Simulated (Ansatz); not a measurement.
Reaction (cleavage of the Si–Si bond): `[SiH3][SiH2][SiH3]` + `N[SiH](Cl)Cl` → `[SiH3]N[SiH](Cl)Cl` + `[SiH3][SiH3]`

Isolated molecules relaxed with PBE0-D4/def2-TZVP in Ansatz; ΔE leaves out vibrations. CBS: MP2 limit from def2 TZ/QZ plus the TZ coupled-cluster correction, frozen cores. Functionals use def2-TZVPP. One conformer a species, not always the lowest.

CCSD(T)/CBS gives -0.48 eV.

Problem. Another level gave -0.50 eV. Which?
A. LC-ωPBE/def2-TZVPP
B. B2PLYP/def2-TZVPP
C. MP2/def2-TZVPP
D. HF/def2-TZVPP

Solution. B. B2PLYP -0.50, MP2/def2-TZVPP -0.56, LC-ωPBE -0.40, HF/def2-TZVPP -0.64 eV.

Largest T1 diagnostic among the species: 0.013.

In def2-TZVPP, CCSD(T) changes the Hartree–Fock value by +0.15 eV (the triples alone add +0.02 eV) and MP2 by +0.09 eV. Leaving LDA and LC-ωPBE aside and taking each functional with its dispersion term where it has one, the values, not all of them listed here, spread over 0.27 eV, from BHLYP-D4 to PBE-D4. LDA lies −0.03 eV from PBE without D4.
